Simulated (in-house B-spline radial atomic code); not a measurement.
## RPA and G0W0 on LC-wPBE: F⁻

Configuration [He] 2s2 2p6, mean-field start LC-wPBE. Computed with a B-spline radial code for spherical atoms: all electrons, non-relativistic, point nucleus, each spin shell either full or empty, empty states to l = 9 with an (l + 1/2)⁻⁴ tail; G0W0 by contour deformation at full frequency.

Command:
```bash
python run_gw.py task.json out
```
Settings (radii: box in bohr, nucleus in fm):
```
Z                        9
electrons                10
configuration            [He] 2s2 2p6
hamiltonian              nr
method                   lc_wpbe
lmax                     9
spin_polarised           False
box_radius               60
intervals                52
```

Cost of the run: 0.8 s on 1 thread of Arm Neoverse V2, on a shared host.

Energies (hartree):

```csv
term,value
mean-field total,-99.85098
Hartree-Fock functional on these orbitals,-99.44732
direct second order,-0.71673
second-order exchange,0.24794
SOSEX correction,0.20888
```

(1) What is the RPA correlation energy, and what remains with SOSEX?

Quasi-particle levels (eV):

| level | occupied | mean field | Σx - vxc | Σc | QP weight | G0W0 |
| --- | --- | --- | --- | --- | --- | --- |
| 2p | yes | -3.104 | -2.59 | ? | ? | ? |

G0W0 = mean field + (Σx - vxc) + Σc, with Σc (partial-wave tail included) taken at the quasi-particle energy. Levels of low weight are left out.

(2) Where does G0W0 put 2p?

Results:

(1) RPA gives -0.55868 hartree (-1.52 eV per electron); RPA + SOSEX gives -0.34979, and the second-order doubles -0.46879 hartree (no singles). RPA lacks exchange-type terms and so overcorrelates at short range.

(2) At -3.750 eV, with Σc = 1.94 eV and a quasi-particle weight of 0.846. The tabulated removal energy is 3.401 eV (electron affinity of the neutral atom).
